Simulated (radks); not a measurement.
Initial-state core-level shifts of neutral mercury when its valence configuration changes from [Hg]. Calculated with a radial shooting solver on a logarithmic mesh with Libxc functionals: Dirac Kohn-Sham, PBEsol, spin-unpolarised, spherical densities, point nucleus; open shells fill j = l - 1/2 first. Shifts are changes of the shell-averaged eigenvalues in eV (positive: less bound).

| valence | 1s | 4p | 4d | 5p |
|---|---|---|---|---|
| [Xe] 4f13 5d10 6s2 6p1 | -17.678 | -18.123 | -17.544 | -7.793 |
| [Xe] 4f14 5d9.5 6s2 6p0.5 | -2.463 | -2.512 | -2.513 | -2.351 |
| [Xe] 4f13 5d9.5 6s2 6p1.5 | -20.187 | -20.680 | -20.101 | -10.113 |
| [Xe] 4f14 5d9.5 6s1 6p1.5 | -4.022 | -4.057 | -4.057 | -3.905 |
| [Xe] 4f14 5d10 6s1 6p1 | -1.718 | -1.701 | -1.699 | -1.722 |
| [Xe] 4f14 5d10 6s1.5 6p0.5 | -0.899 | -0.889 | -0.889 | -0.901 |
| [Xe] 4f14 5d9 6s2 6p1 | -4.883 | -4.982 | -4.983 | -4.628 |
| [Xe] 4f14 5d8.5 6s2 6p1.5 | -7.295 | -7.445 | -7.447 | -6.867 |
